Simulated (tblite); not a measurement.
Write Cartesian coordinates for InChI=1S/C2H11NO3Si3/c1-5-9(4)3(7)8-2-6-9/h4H,2,8H2,1,7H3/t9-/m1/s1 as optimised with GFN2-xTB.

```
atom  x, y, z in Å
C1    -2.4811    1.4958   -0.3776
O2    -1.8424    0.2769   -0.6352
Si3   -0.6982   -0.3621    0.3029
O4    -1.0172    0.0945    1.8333
O5    -0.6959   -1.9672    0.1282
C6     0.4395   -2.5957   -0.4319
Si7    1.8034   -1.2886   -0.7202
N8     0.9223    0.0921   -0.1757
Si9    1.4034    1.7534   -0.2980
H10   -2.9449    1.4753    0.6089
H11   -1.7650    2.3198   -0.4097
H12   -3.2429    1.6377   -1.1440
H13   -0.5118   -0.2824    2.5492
H14    0.1284   -3.0829   -1.3596
H15    0.7452   -3.3868    0.2584
H16    2.9562   -1.5219    0.1566
H17    2.1679   -1.2059   -2.1354
H18    0.9413    2.4515    0.9051
H19    2.8638    1.7242   -0.3858
H20    0.8228    2.3828   -1.4920
```

Any rigid rotation of these coordinates is as good. Atoms count from 1 in this order. The 3 N–Si bonds span 1.726 Å (Si7–N8, drawn single) to 1.750 Å (Si3–N8, drawn single), a spread of 0.024 Å. O5 (silyl ether oxygen) is bent (angle 119.1°). Of the pairs four or more bonds apart, Si9···H11 is among the closest relative to their van der Waals radii: 3.22 Å, 98 % of the sum of Bondi's values. The 5-membered ring Si3–O5–C6–Si7–N8 has internal angles of 97.8° to 119.1° (sum 540°, against 540° for a flat polygon); it is almost planar, 0.02 Å rms from its mean plane, widest ring torsion 5°.

Bonds between heavy atoms (Å): C1–O2 1.400, O2–Si3 1.612, Si3–O4 1.629, Si3–O5 1.615, O5–C6 1.413, C6–Si7 1.911, Si7–N8 1.726, N8–Si9 1.734, Si3–N8 1.750.

Computed geometry: GFN2-xTB, gas phase.

Point group: C1 (no symmetry element, even within 0.4 Å). Its GFN2-xTB frequencies are all real (lowest 38 cm⁻¹). One conformer, not necessarily the lowest (C1–O2–Si3–O4 32°, O2–Si3–O4–H 172°).
